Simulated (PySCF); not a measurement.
C4H4N2Se.
Bonds: C1–C2 (double), C2–C3, C3–C4 (aromatic), C4–N5 (aromatic), N5–Se6 (aromatic), Se6–N7 (aromatic), C3–N7 (aromatic). Hydrogens: H8, H9 on C1; H10 on C2; H11 on C4.

Level of theory: core-valence-separated Tamm–Dancoff BHandHLYP/aug-pcX-1 (pcseg-1 on H, def2-SVPD on Se) in PySCF, non-relativistic, gas phase, PBE0-D3(BJ)/def2-SVP geometry.

Computed carbon K-edge spectrum, Gaussian lines of 0.6 eV full width, highest printed point 100; it ends one width below the last computed root. Absolute energies from this functional tend to lie a few eV below measured edges; no shift was applied.

photon energy (eV), absorption and a bar:
```
    281.1          0 
    281.2          1 
    281.3          3 #
    281.4          7 ##
    281.5         14 ####
    281.6         25 #######
    281.7         38 ###########
    281.8         50 ###############
    281.9         56 #################
    282.0         55 #################
    282.1         48 ##############
    282.2         40 ############
    282.3         36 ###########
    282.4         37 ###########
    282.5         41 ############
    282.6         46 ##############
    282.7         48 ##############
    282.8         50 ###############
    282.9         55 #################
    283.0         66 ####################
    283.1         81 ########################
    283.2         95 #############################
    283.3        100 ##############################
    283.4         92 ############################
    283.5         74 ######################
    283.6         51 ###############
    283.7         31 #########
    283.8         16 #####
    283.9          7 ##
    284.0          3 #
    284.1          1 
    284.2          0 
    284.3          0 
    284.4          0 
    284.5          0 
    284.6          0 
    284.7          0 
    284.8          0 
    284.9          1 
    285.0          3 #
    285.1          5 #
    285.2          8 ##
    285.3         12 ####
    285.4         16 #####
    285.5         19 ######
    285.6         23 #######
    285.7         28 ########
    285.8         33 ##########
    285.9         38 ############
    286.0         42 ############
    286.1         41 ############
    286.2         39 ############
    286.3         35 ###########
    286.4         34 ##########
    286.5         36 ###########
    286.6         39 ############
    286.7         43 #############
    286.8         45 #############
    286.9         45 #############
    287.0         44 #############
```

Problem. Assign the maxima to core holes.

Solution. 4 maxima:
- 281.9 eV: C1 (terminal =CH2 carbon), 281.92 eV, f = 0.058, 1s→π*, 98 % of the height at the exact maximum
- 283.3 eV: C3 (substituted aromatic carbon), 283.35 eV, f = 0.062, 1s→π*, 58 % of the height at the exact maximum; C4 (aromatic CH next to a ring nitrogen), 283.24 eV, f = 0.044, 1s→π*, 41 % of the height at the exact maximum
- 286.0 eV: C2 (alkene CH carbon), 286.09 eV, f = 0.017, 38 % of the height at the exact maximum; C4 (aromatic CH next to a ring nitrogen), 285.91 eV, f = 0.013, 26 % of the height at the exact maximum; C1 (terminal =CH2 carbon), 286.04 eV, f = 0.011, 24 % of the height at the exact maximum
- 286.8 eV: C1 (terminal =CH2 carbon), 286.71 eV, f = 0.019, 36 % of the height at the exact maximum; C4 (aromatic CH next to a ring nitrogen), 286.85 eV, f = 0.008, 18 % of the height at the exact maximum; C2 (alkene CH carbon), 287.03 eV, f = 0.010, 16 % of the height at the exact maximum; C3 (substituted aromatic carbon), 286.58 eV, f = 0.010, 12 % of the height at the exact maximum

Further lines of some strength in the range: C2, 282.64 eV, f = 0.044; C2, 285.47 eV, f = 0.014.

Roots within 0.03 eV on the same or equivalent atoms count as one line; shares under 12 % aren't listed.

Vibrational structure and lifetime widths aren't in the curve. The ionisation threshold wasn't computed; near and above it a finite basis only mimics Rydberg series and continuum. The BHandHLYP/aug-pcX-1 (pcseg-1 on H, def2-SVPD on Se) calculation is non-relativistic and has no spin–orbit coupling, an omission that weighs most on selenium.

Conformer computed: `[CH2:1]=[CH:2][c:3]1[cH:4][n:5][se:6][n:7]1`: C1–C2–C3–C4 180°.

One conformer stands for the species.
